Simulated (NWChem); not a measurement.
System: C₄H₅Cl; SMILES C=C=CCCl

NWChem input:

```
start job
memory heap 200 mb stack 900 mb global 1100 mb
geometry units angstroms noautosym nocenter noautoz
  C      0.521901    -2.840805     0.174211
  C     -0.014245    -1.700608    -0.169508
  C     -0.557916    -0.555684    -0.503331
  C     -0.708389     0.586236     0.453797
  Cl     0.286443     2.037871    -0.065472
  H      1.588113    -3.024471     0.055559
  H     -0.074728    -3.651185     0.588859
  H     -0.926975    -0.402298    -1.516891
  H     -1.737377     0.949626     0.493700
  H     -0.371781     0.321752     1.456001
end
basis spherical
  * library 6-31g*
end
dft
  xc xcamb88 1.00 lyp 0.81 vwn_5 0.19 hfexch 1.00
  cam 0.33 cam_alpha 0.19 cam_beta 0.46
  iterations 150
end
property
  efieldgrad
end
task dft property
```

Output (shortened):

```
             Northwest Computational Chemistry Package (NWChem) 7.3.0
             --------------------------------------------------------

                             Geometry "geometry" -> ""
                             -------------------------

 Output coordinates in angstroms (scale by  1.889725989 to convert to a.u.)

  No.       Tag          Charge          X              Y              Z
 ---- ---------------- ---------- -------------- -------------- --------------
    1 C                    6.0000     0.52190100    -2.84080500     0.17421100
    2 C                    6.0000    -0.01424500    -1.70060800    -0.16950800
    3 C                    6.0000    -0.55791600    -0.55568400    -0.50333100
    4 C                    6.0000    -0.70838900     0.58623600     0.45379700
    5 Cl                  17.0000     0.28644300     2.03787100    -0.06547200
    6 H                    1.0000     1.58811300    -3.02447100     0.05555900
    7 H                    1.0000    -0.07472800    -3.65118500     0.58885900
    8 H                    1.0000    -0.92697500    -0.40229800    -1.51689100
    9 H                    1.0000    -1.73737700     0.94962600     0.49370000
   10 H                    1.0000    -0.37178100     0.32175200     1.45600100

 Effective nuclear repulsion energy (a.u.)     183.5796038744

                              NWChem Property Module
                              ----------------------

  itol2e modified to match energy
  convergence criterion.

                                 NWChem DFT Module
                                 -----------------

 Summary of "ao basis" -> "ao basis" (spherical)
 ------------------------------------------------------------------------------
       Tag                 Description            Shells   Functions and Types
 ---------------- ------------------------------  ------  ---------------------
 C                           6-31g*                  6       14   3s2p1d
 Cl                          6-31g*                  8       18   4s3p1d
 H                           6-31g*                  2        2   2s

  itol2e modified to match energy
  convergence criterion.

[...]

          -----------------------
          Electric field gradient
          -----------------------

 1 a.u. = 0.324123 10**(16) esu/cm**3  ( or statvolts/cm**2 ) = 0.97174 10**(22) v/m**2

 ------------------------------------------------------------
   Atom      X         Y         Z
 ------------------------------------------------------------
    1 C    0.98625  -5.36834   0.32921
 ------------------------------------------------------------

 Electric field gradient in molecular frame (a.u.)
         XX             YY             ZZ             XY             XZ             YZ
 ------------------------------------------------------------------------------------------
        0.068936       0.044641      -0.113577      -0.012953      -0.033447      -0.070939

 Principal components (a.u.) and orientation
 of principal axis w.r.t. absolute frame                      Asymmetry parameter eta
 --------------------------------------------------------------------------------------
       -0.146691       0.074909       0.071782                       0.021314

        0.164084       0.985440       0.044539
        0.352673      -0.100770       0.930305
        0.921248      -0.136941      -0.364073

 ------------------------------------------------------------
   Atom      X         Y         Z
 ------------------------------------------------------------
    2 C   -0.02692  -3.21368  -0.32032
 ------------------------------------------------------------

 Electric field gradient in molecular frame (a.u.)
         XX             YY             ZZ             XY             XZ             YZ
 ------------------------------------------------------------------------------------------
       -0.116542       0.265380      -0.148839      -0.204987       0.069166      -0.124479

 Principal components (a.u.) and orientation
 of principal axis w.r.t. absolute frame                      Asymmetry parameter eta
 --------------------------------------------------------------------------------------
        0.391757      -0.212450      -0.179306                       0.084603

       -0.391272       0.862594       0.320683
        0.884600       0.256447       0.389510
       -0.253751      -0.436080       0.863391

 ------------------------------------------------------------
   Atom      X         Y         Z
 ------------------------------------------------------------
    3 C   -1.05431  -1.05009  -0.95116
 ------------------------------------------------------------

 Electric field gradient in molecular frame (a.u.)
         XX             YY             ZZ             XY             XZ             YZ
 ------------------------------------------------------------------------------------------
       -0.055085       0.010536       0.044548      -0.050252       0.047778      -0.027023

 Principal components (a.u.) and orientation
 of principal axis w.r.t. absolute frame                      Asymmetry parameter eta
 --------------------------------------------------------------------------------------
        0.090482      -0.089546      -0.000936                       0.979306

        0.422797       0.891915      -0.160408
       -0.517276       0.382861       0.765404
        0.744089      -0.240635       0.623239

 ------------------------------------------------------------
   Atom      X         Y         Z
 ------------------------------------------------------------
    4 C   -1.33866   1.10783   0.85755
 ------------------------------------------------------------

[...]
```

Level: CAM-B3LYP/6-31G* (spherical d). Geometry: optimised at B3LYP/6-31G* (spherical d). NWChem prints the field gradient with the sign opposite to the second derivative of the potential.
